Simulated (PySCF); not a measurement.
BrGe, SMILES [Ge][Br] (connectivity only; charge and spin as stated), charge +1, multiplicity 1.

Geometry optimised at B3LYP-D3(BJ)/def2-TZVP. The multiplicity is an assumed one; other spin states were not compared.

Vertical ionisation energy (IE) and electron affinity (EA) in eV. Rows of orbital energies are one-electron estimates. Where ΔSCF, EOM or ADC give a negative EA the extra electron is unbound and the value depends on the basis.

```csv
level,IE,EA
"−ε(HOMO), −ε(LUMO), HF/def2-TZVPD (PySCF)",17.78,6.24
"−ε(HOMO), −ε(LUMO), M06-2X/def2-TZVPD (PySCF)",16.38,8.37
ADC(2)/aug-cc-pVDZ (PySCF),17.19,7.22
```

Beyond the first one, list the lowest photoelectron lines from ADC(2)/aug-cc-pVDZ (PySCF 2.14.0) with their pole strengths (two spins summed). (The exact figures need the calculation; the answer reports its results.)

17.51 eV (1.85), 22.62 eV (1.71).
